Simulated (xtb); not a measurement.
F$_{2}$Ge, triplet, from a rough starting geometry (the spin is typed, not shown lowest); GFN2-xTB run with xtb.

Here is a job for xtb.
```
$ xtb mol.xyz --gfn 2 --uhf 2 --opt vtight --json

# file mol.xyz
3

Ge    -0.00933108    -0.06847133     0.81616110
F      0.60847905     1.12820080    -0.43351128
F     -0.66478329    -1.13385022    -0.42864098
```

The log (banner, timings and long lists left out):

```
   ID    Z sym.   atoms
    1   32 Ge     1
    2    9 F      2, 3

           -------------------------------------------------
          |                Calculation Setup                |
           -------------------------------------------------

           -------------------------------------------------
          |                 G F N 2 - x T B                 |
           -------------------------------------------------

          ...................................................
          :                      SETUP                      :
          :.................................................:
          :  # basis functions                  18          :
          :  # atomic orbitals                  17          :
          :  # shells                            7          :
          :  # electrons                        18          :
          :  max. iterations                   250          :
          :  Hamiltonian                  GFN2-xTB          :
          :  restarted?                      false          :
          :  GBSA solvation                  false          :
          :  PC potential                    false          :
          :  electronic temp.          300.0000000     K    :
          :  accuracy                    1.0000000          :
          :  -> integral cutoff          0.2500000E+02      :
          :  -> integral neglect         0.1000000E-07      :
          :  -> SCF convergence          0.1000000E-05 Eh   :
          :  -> wf. convergence          0.1000000E-03 e    :
          :  Broyden damping             0.4000000          :
          :  net charge                          0          :
          :  unpaired electrons                  2          :
          ...................................................

 iter      E             dE          RMSdq      gap      omega  full diag
   1    -10.5312228 -0.105312E+02  0.132E+01    2.68       0.0  T
   2    -10.8028198 -0.271597E+00  0.193E+01    2.53       1.0  T
   3    -11.2266742 -0.423854E+00  0.102E+01    2.52       1.0  T
   4    -11.3041782 -0.775039E-01  0.762E+00    2.52       1.0  T
   5    -11.2935462  0.106320E-01  0.603E+00    2.49       1.0  T
   6    -11.3425818 -0.490356E-01  0.101E+00    2.48       1.0  T
   7    -11.3426356 -0.538593E-04  0.806E-01    2.48       1.0  T
   8    -11.3425229  0.112727E-03  0.870E-01    2.48       1.0  T
   9    -11.3441743 -0.165138E-02  0.145E-01    2.48       1.0  T
  10    -11.3441705  0.375929E-05  0.876E-02    2.48       1.0  T
  11    -11.3442013 -0.307763E-04  0.301E-02    2.48       1.9  T
  12    -11.3442049 -0.362352E-05  0.124E-02    2.48       4.6  T
  13    -11.3442053 -0.399370E-06  0.502E-04    2.48     115.0  T
  14    -11.3442053 -0.272387E-09  0.765E-05    2.48     754.7  T

   *** convergence criteria satisfied after 14 iterations ***

 transition dipole moment (au) for excitation:           9          10
     X       Y       Z
  -0.6143   0.3458   0.0275  total (au/Debye):    0.706   1.793
 dE (eV)             :    5.721
 oscillator strength :  0.98668E-01

         :::::::::::::::::::::::::::::::::::::::::::::::::::::
         ::                     SUMMARY                     ::
         :::::::::::::::::::::::::::::::::::::::::::::::::::::
         :: total energy             -11.340458180128 Eh    ::
         :: gradient norm              0.031289970493 Eh/a0 ::
         :: HOMO-LUMO gap              2.483406023376 eV    ::
         ::.................................................::
         :: SCC energy               -11.344205315965 Eh    ::
         :: -> isotropic ES           -0.001572960906 Eh    ::
         :: -> anisotropic ES          0.000259618567 Eh    ::
         :: -> anisotropic XC         -0.001373814434 Eh    ::
         :: -> dispersion             -0.000871647981 Eh    ::
         :: repulsion energy           0.003747135837 Eh    ::
         :: add. restraining           0.000000000000 Eh    ::
         :: total charge               0.000000000047 e     ::
         :::::::::::::::::::::::::::::::::::::::::::::::::::::

      -----------------------------------------------------------
     |                   =====================                   |
     |                        A N C O P T                        |
     |                   =====================                   |
     |               Approximate Normal Coordinate               |
     |                Rational Function Optimizer                |
      -----------------------------------------------------------
      -----------------------------------------------------------
     |                   =====================                   |
     |                        A N C O P T                        |
     |                   =====================                   |
     |               Approximate Normal Coordinate               |
     |                Rational Function Optimizer                |
      -----------------------------------------------------------

          ...................................................
          :                      SETUP                      :
          :.................................................:
          :   optimization level         verytight          :
          :   max. optcycles                   200          :
          :   ANC micro-cycles                  20          :
          :   degrees of freedom                 3          :
          :.................................................:
          :   RF solver                   davidson          :
          :   write xtbopt.log                true          :
          :   linear?                        false          :
          :   energy convergence         0.1000000E-06 Eh   :
          :   grad. convergence          0.2000000E-03 Eh/α :
          :   maxmium RF displ.          1.0000000          :
          :   Hlow (freq-cutoff)         0.1000000E-01      :
[...]
 * total energy  :   -11.3404582 Eh     change       -0.6584955E-11 Eh
 * total energy  :   -11.3425932 Eh     change       -0.2135045E-02 Eh
 * total energy  :   -11.3452697 Eh     change       -0.2676483E-02 Eh
 * total energy  :   -11.3462559 Eh     change       -0.9862313E-03 Eh
 * total energy  :   -11.3464474 Eh     change       -0.1915024E-03 Eh
 * total energy  :   -11.3464621 Eh     change       -0.1467383E-04 Eh
 * total energy  :   -11.3464843 Eh     change       -0.2221193E-04 Eh
 * total energy  :   -11.3465412 Eh     change       -0.5684095E-04 Eh
 * total energy  :   -11.3465450 Eh     change       -0.3820171E-05 Eh
 * total energy  :   -11.3465456 Eh     change       -0.6284913E-06 Eh
 * total energy  :   -11.3465460 Eh     change       -0.3369270E-06 Eh
 * total energy  :   -11.3465461 Eh     change       -0.1219653E-06 Eh
 * total energy  :   -11.3465461 Eh     change       -0.5790316E-07 Eh
   *** GEOMETRY OPTIMIZATION CONVERGED AFTER 13 ITERATIONS ***
[...]
          :  GBSA solvation                  false          :
          :  PC potential                    false          :
          :  electronic temp.          300.0000000     K    :
          :  accuracy                    1.0000000          :
          :  -> integral cutoff          0.2500000E+02      :
          :  -> integral neglect         0.1000000E-07      :
          :  -> SCF convergence          0.1000000E-05 Eh   :
          :  -> wf. convergence          0.1000000E-03 e    :
          :  Broyden damping             0.4000000          :
          :  net charge                          0          :
          :  unpaired electrons                  2          :
          ...................................................

 iter      E             dE          RMSdq      gap      omega  full diag
   1    -11.3471911 -0.113472E+02  0.603E-06    1.37       0.0  T
   2    -11.3471911  0.191847E-12  0.846E-06    1.37    6828.4  T
   3    -11.3471911 -0.227374E-12  0.363E-06    1.37   15890.8  T

   *** convergence criteria satisfied after 3 iterations ***

 transition dipole moment (au) for excitation:           9          10
     X       Y       Z
   0.5145  -0.2896  -0.0230  total (au/Debye):    0.591   1.502
 dE (eV)             :    5.513
 oscillator strength :  0.66673E-01

         :::::::::::::::::::::::::::::::::::::::::::::::::::::
         ::                     SUMMARY                     ::
         :::::::::::::::::::::::::::::::::::::::::::::::::::::
         :: total energy             -11.346546134319 Eh    ::
         :: gradient norm              0.000022002644 Eh/a0 ::
         :: HOMO-LUMO gap              1.365195229720 eV    ::
         ::.................................................::
         :: SCC energy               -11.347191065573 Eh    ::
         :: -> isotropic ES           -0.004801174893 Eh    ::
         :: -> anisotropic ES          0.001097597722 Eh    ::
         :: -> anisotropic XC         -0.000839636682 Eh    ::
         :: -> dispersion             -0.000842745715 Eh    ::
         :: repulsion energy           0.000644931254 Eh    ::
         :: add. restraining           0.000000000000 Eh    ::
         :: total charge               0.000000000002 e     ::
         :::::::::::::::::::::::::::::::::::::::::::::::::::::

           -------------------------------------------------
          |                Property Printout                |
           -------------------------------------------------

    * Orbital Energies and Occupations

         #    Occupation            Energy/Eh            Energy/eV
      -------------------------------------------------------------
         1        2.0000           -0.8253242             -22.4582
         2        2.0000           -0.8231210             -22.3983
         3        2.0000           -0.6487850             -17.6543
         4        2.0000           -0.5379199             -14.6375
         5        2.0000           -0.5290693             -14.3967
         6        2.0000           -0.5274580             -14.3529
         7        2.0000           -0.5266363             -14.3305
         8        2.0000           -0.5236348             -14.2488
         9        1.0000           -0.4927850             -13.4094
        10        1.0000           -0.2902022              -7.8968 (HOMO)
        11                         -0.2400322              -6.5316 (LUMO)
        12                         -0.1776511              -4.8341
        13                         -0.0478313              -1.3016
        14                         -0.0353608              -0.9622
        15                         -0.0021206              -0.0577
        16                          0.2950964               8.0300
        17                          0.4366606              11.8821
      -------------------------------------------------------------
                  HL-Gap            0.0501700 Eh            1.3652 eV
             Fermi-level           -0.3866489 Eh          -10.5213 eV

     #   Z          covCN         q      C6AA      α(0)
     1  32 Ge       1.346     0.346   264.772    34.486
     2   9 F        0.673    -0.173    10.977     3.911
     3   9 F        0.673    -0.173    10.977     3.911

 Mol. C6AA /au·bohr⁶  :        495.518171
 Mol. C8AA /au·bohr⁸  :      32554.718959
 Mol. α(0) /au        :         42.308783

Wiberg/Mayer (AO) data.
largest (>0.10) Wiberg bond orders for each atom

 ---------------------------------------------------------------------------
     #   Z sym  total        # sym  WBO       # sym  WBO       # sym  WBO
 ---------------------------------------------------------------------------
     1  32 Ge   1.704 --     3 F    0.852     2 F    0.852
     2   9 F    1.141 --     1 Ge   0.852     3 F    0.289
     3   9 F    1.141 --     1 Ge   0.852     2 F    0.289
 ---------------------------------------------------------------------------

Topologies differ in total number of bonds
Writing topology from bond orders to xtbtopo.mol

molecular dipole:
                 x           y           z       tot (Debye)
 q only:        0.020      -0.014       0.613
   full:        0.026      -0.019       0.809       2.057
molecular quadrupole (traceless):
                xx          xy          yy          xz          yz          zz
 q only:        0.353      -2.394      -2.545      -0.033      -0.075       2.192
  q+dip:        0.272      -2.733      -3.035      -0.032      -0.102       2.763
   full:       -0.660      -2.778      -4.021       0.058      -0.167       4.681

optimized geometry written to: xtbopt.xyz

           -------------------------------------------------
          | TOTAL ENERGY              -11.346546134319 Eh   |
          | GRADIENT NORM               0.000022002644 Eh/α |
          | HOMO-LUMO GAP               1.365195229720 eV   |
           -------------------------------------------------

normal termination of xtb
```
